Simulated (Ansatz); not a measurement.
(F)3Sn-S-SiH3 (SiSnH₃SF₃), relaxed as a singlet with RKS PBE-D4/def2-SVP in Ansatz, starting from the GFN2-xTB geometry. Force threshold 0.02 eV/Å.

In the def2 sets Sn takes a core potential; there is no spin–orbit coupling.

Start:

```xyz
9

Sn    0.9649   -1.3429    0.4193
F     1.0379   -0.8814   -1.5473
F     2.8079   -1.8844    0.9767
F    -0.0786   -3.0478    0.4497
S    -0.1073    0.5218    1.4750
Si   -1.0336    1.5202   -0.2616
H     0.0595    2.0195   -1.0819
H    -1.8993    0.5362   -0.8948
H    -1.7512    2.5588    0.4650
```

| step | energy (eV) | largest force component (eV/Å) | SCF passes |
| --- | --- | --- | --- |
| 1 | -32718.1567 | 1.219 | 18 |
| 2 | -32718.3642 | 0.359 | 20 |
| 3 | -32718.4016 | 0.136 | 21 |
| 4 | -32718.4043 | 0.040 | 22 |
| 5 | -32718.4060 | 0.020 | 20 |
| 6 | -32718.4074 | 0.068 | 20 |
| 7 | -32718.4079 | 0.044 | 21 |
| 8 | -32718.4104 | 0.026 | 20 |
| 9 | -32718.4105 | 0.122 | 21 |
| 10 | -32718.4112 | 0.083 | 21 |
| 11 | -32718.4124 | 0.018 | 22 |

Force components are those of the run's own axes.

End:

```xyz
9

Sn    0.867   -1.389    0.398
F     0.736   -0.942   -1.496
F     2.751   -1.597    0.804
F     0.131   -3.172    0.600
S    -0.274    0.361    1.562
Si   -0.929    1.481   -0.218
H     0.241    2.012   -0.986
H    -1.824    0.647   -1.082
H    -1.699    2.600    0.418
```

By distances, no bond broke or formed. The bond that changes most is Sn1–F2, from 2.02 to 1.95 Å (atoms count from 1).

The force fell under the threshold at step 5, but the optimiser went on and released 0.006 eV more. No frequencies were taken in this run, so the end may be a saddle point.

Run time 17 s (2 threads of AMD EPYC 7R13 on a shared host).
